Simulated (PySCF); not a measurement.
BCl2H3OSi, SMILES [SiH3]OB(Cl)Cl. Atoms are numbered in the order given.

```xyz
8

B     -0.0950     0.4954     0.0000
Cl    -0.9115     2.0570     0.0000
Cl     1.6842     0.4503     0.0000
O     -0.8058    -0.6336     0.0000
Si    -0.3827    -2.2753     0.0000
H      0.4036    -2.5793     1.2234
H      0.4036    -2.5793    -1.2234
H     -1.6644    -3.0206     0.0000
```

Geometry: B3LYP-D3(BJ)/def2-SVP. This is a generated structure with no PubChem entry under its InChIKey; it may be hypothetical. The values are those of a single conformer.

Computed with PySCF with HF/def2-TZVP.

Computed frontier levels, gap, dipole moment and polarisability:
```yaml
highest_occupied_level: -12.36 eV
lowest_empty_level: 2.75 eV
orbital_gap: 15.11 eV
dipole_moment: 2.01 D
quadrupole, principal values (traceless, Buckingham form, about the centre of nuclear charge): -4.04, 1.09, 2.95 D·Å
mean_static_polarisability: 59.4 bohr³ (8.80 Å³)
polarisability_principal_values: 48.5, 62.0, 67.7 bohr³
```
